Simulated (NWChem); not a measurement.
System meant: C4H4OSi; SMILES C#CC1=CO[SiH2]1

NWChem input:

```
start job
memory heap 200 mb stack 900 mb global 1100 mb
geometry units angstroms noautoz
  C      0.161598    -3.031308     0.000000
  C      0.015395    -1.823949     0.000000
  C     -0.110561    -0.425526     0.000000
  C     -1.201461     0.391729     0.000000
  O     -0.836287     1.702405     0.000000
  Si     0.829624     1.175876     0.000000
  H      0.281378    -4.098552     0.000000
  H     -2.274181     0.162343     0.000000
  H      1.547677     1.618619    -1.224517
  H      1.547677     1.618619     1.224517
end
basis spherical
  * library def2-svp
end
dft
  xc pbe0
  iterations 4
  mulliken
end
task dft energy
```

End of the output:

```
    Atom       Charge   Shell Charges
 -----------   ------   -------------------------------------------------------
    1 C    6     6.10   1.97  0.63  0.36  1.84  1.27  0.05
    2 C    6     6.02   1.97  0.62  0.31  1.84  1.20  0.09
    3 C    6     6.28   1.97  0.61  0.32  1.97  1.33  0.09
    4 C    6     5.89   1.97  0.61  0.30  1.80  1.05  0.17
    5 O    8     8.24   1.97  0.93  0.62  2.71  1.99  0.02
    6 Si  14    13.36   2.00  1.93  0.65  0.33  5.81  1.24  0.95  0.45
    7 H    1     0.96   0.60  0.27  0.08
    8 H    1     0.97   0.64  0.27  0.07
    9 H    1     1.08   0.64  0.42  0.02
   10 H    1     1.08   0.64  0.42  0.02

 center of mass
 --------------
 x =  -0.02284746 y =   0.01338827 z =   0.00000000

 moments of inertia (a.u.)
 ------------------
         944.711731096015           0.000000000000           0.000000000000
           0.000000000000         218.705044129053           0.000000000000
           0.000000000000           0.000000000000        1141.830762549921

     Multipole analysis of the density
     ---------------------------------

     L   x y z        total         alpha         beta         nuclear
     -   - - -        -----         -----         ----         -------
     0   0 0 0     -0.000000    -25.000000    -25.000000     50.000000

     1   1 0 0      0.323739      0.161869      0.161869      0.000000
     1   0 1 0      0.076575      0.038288      0.038288     -0.000000
     1   0 0 1     -0.000000     -0.000000     -0.000000      0.000000

     2   2 0 0    -28.712204    -75.391943    -75.391943    122.071683
     2   1 1 0      1.726044     -2.390578     -2.390578      6.507200
     2   1 0 1      0.000000      0.000000      0.000000      0.000000
     2   0 2 0    -30.182093   -268.060626   -268.060626    505.939160
     2   0 1 1      0.000000      0.000000      0.000000      0.000000
     2   0 0 2    -32.453797    -21.581502    -21.581502     10.709207

 ------------------------------------------------------------------------
 dft energy failed                                                                                  0
 ------------------------------------------------------------------------
 ------------------------------------------------------------------------
  current input line :
    23: task dft energy
 ------------------------------------------------------------------------
 ------------------------------------------------------------------------
 This type of error is most commonly associated with calculations not reaching convergence criteria
 ------------------------------------------------------------------------
 For more information see the NWChem manual at https://nwchemgit.github.io

0:dft energy failed:Received an Error in Communication
```

Can this run be used? If not, why, and what is the fix?

The run did not converge; its last values are not results. Cause: the SCF was allowed too few iterations. This input runs:
```
start job
memory heap 200 mb stack 900 mb global 1100 mb
geometry units angstroms noautoz
  C      0.161598    -3.031308     0.000000
  C      0.015395    -1.823949     0.000000
  C     -0.110561    -0.425526     0.000000
  C     -1.201461     0.391729     0.000000
  O     -0.836287     1.702405     0.000000
  Si     0.829624     1.175876     0.000000
  H      0.281378    -4.098552     0.000000
  H     -2.274181     0.162343     0.000000
  H      1.547677     1.618619    -1.224517
  H      1.547677     1.618619     1.224517
end
basis spherical
  * library def2-svp
end
dft
  xc pbe0
  iterations 150
  mulliken
end
task dft energy
```
It converges to -518.80535 Ha (PBE0/def2-SVP).
